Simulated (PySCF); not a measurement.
# Electronic structure of N (nitrogen, neutral) at the UHF level

Configuration: [He] 2s2 2p3, high-spin 4S determinant. All numbers are calculated (PySCF 2.14, the non-relativistic Hamiltonian (point nucleus), in aug-cc-pVDZ).

| Item | Value |
| --- | --- |
| Total energy | -54.393183 hartree |
| One-electron energy | -73.9119 hartree |
| Hartree (Coulomb) energy | 26.1166 hartree |
| Exchange energy | -6.5979 hartree |
| Kinetic energy | 54.37259 hartree |
| ⟨S²⟩ | 3.7571 |
| ⟨L²⟩ | 0.000 |
| Sum of ⟨r⟩ | 7.370 bohr |
| Sum of ⟨r²⟩ | 12.17 bohr² |
| Density at the nucleus (Gaussians lack the cusp) | 197 bohr⁻³ |
| Spin density at the nucleus | 0.354 bohr⁻³ |
| Langevin diamagnetic susceptibility | -9.64 ×10⁻⁶ cm³/mol |
| Time after the integrals | 0.08 s of wall time on 1 thread of Neoverse-N1 (shared host) |

```json
{"shell": "1s α", "electrons": "1", "mean orbital energy (eV)": "-426.67", "rms radius, mean of both spins (bohr)": "0.265"}
{"shell": "1s β", "electrons": "1", "mean orbital energy (eV)": "-424.16", "rms radius, mean of both spins (bohr)": "0.265"}
{"shell": "2s α", "electrons": "1", "mean orbital energy (eV)": "-31.702", "rms radius, mean of both spins (bohr)": "1.48"}
{"shell": "2s β", "electrons": "1", "mean orbital energy (eV)": "-19.879", "rms radius, mean of both spins (bohr)": "1.48"}
{"shell": "2p α", "electrons": "3", "mean orbital energy (eV)": "-15.525", "rms radius, mean of both spins (bohr)": "1.59"}
```
